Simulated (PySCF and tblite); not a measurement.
Values are calculated unless marked as measured or tabulated.
System: C8H9Br, numbered as in [CH3:1][C:2]1=[C:3]([Br:4])[CH:5]=[CH:6][CH:7]=[CH:8][CH2:9]1.

The path came from a restrained scan, a climbing-image band and a saddle search at GFN2-xTB; energies are PBE0/pcSseg-1 + D3(BJ), IEF-PCM water//GFN2-xTB, thermal terms GFN2-xTB. Rate constants are transition-state-theory values, counting equivalent paths, without tunnelling. (PySCF 2.14 with density fitting, tblite 0.8.)

Tunnelling of the moving H, left out here, will speed the real process. DFT energies on a tight-binding saddle of a bond shift can be off by several kcal/mol. Spin–orbit effects of heavy atoms on shieldings are missing.

Question: How high is the barrier to the shift of H on C9 from C9 to C5, through which structure does it pass, and what rate follows at 298 K?

Answer: The electronic barrier is 35.0 kcal/mol and ΔG‡(298 K) 32.2 kcal/mol, over a C1 saddle with an imaginary mode of 1451i cm⁻¹ (GFN2-xTB). With 1 equivalent path, k is 1.5×10⁻¹¹ s⁻¹, a mean lifetime of the start of 2100 years against this motion. The end lies 0.4 kcal/mol above the start in free energy.
